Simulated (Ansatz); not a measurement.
`N#C[SiH2]CF` + PH₃ → `N#C[SiH2]P` + `CF` at 600 K and 1 bar (ligand exchange at the Si–C bond).

Computed with Ansatz on PBE0-D4/def2-TZVP structures; ΔE is electronic, products minus reactants. CCSD(T)/CBS is the MP2 limit (def2-TZVPP, def2-QZVPP) plus CCSD(T) − MP2 in def2-TZVPP, frozen cores. This one scheme is used for every species. Each species was taken in one conformer, which may not be the lowest.

```tsv
species	CCSD(T)/CBS energy (Eh)	H − E (kJ/mol)	S (J/(mol·K))
`N#C[SiH2]CF`	-522.05904	201.2	418.8
PH₃	-342.72256	86.3	240.2
`N#C[SiH2]P`	-725.16307	166.8	406.3
`CF`	-139.63461	127.6	254.6
```

H − E and S are ideal-gas, rigid-rotor, harmonic terms from PBE0-D4/def2-TZVP, for one conformer and one mirror image of each species. 1 Eh = 2625.50 kJ/mol, R = 8.31446 J/(mol·K).

Q: By hand: ΔE, ΔH, ΔS and ΔG.

A: ΔE = (-725.16307) + (-139.63461) − (-522.05904) − (-342.72256) = -0.01608 Eh = -42.2 kJ/mol. Δ(H − E) = 166.8 + 127.6 − 201.2 − 86.3 = 6.9, so ΔH = -35.3 kJ/mol. ΔS = 406.3 + 254.6 − 418.8 − 240.2 = 1.9 J/(mol·K). ΔG = -35.3 − 600 × (1.9)/1000 = -36.4 kJ/mol.

Q: By hand: the equilibrium constant, and the temperature at which ΔG would vanish if ΔH and ΔS stayed fixed.

A: log₁₀ K = −ΔG/(RT ln 10) = 3.2. ΔH and −TΔS have one sign here, so there is no such temperature.

The number of gas molecules stays the same, so ΔS is small and ΔH decides. A doubt of 5 kJ/mol in ΔE shifts log₁₀ K by 0.4 here. Other conformers and mirror images would add mixing entropy, several J/(mol·K) or more a flexible species. These are equilibria of isolated gas molecules and say nothing of rates. Largest T1 diagnostic: 0.014 (customary marks: 0.02 for closed shells, 0.045 for open ones).

ΔS is within the doubt of such terms, so its sign, and with it that verdict, could turn.
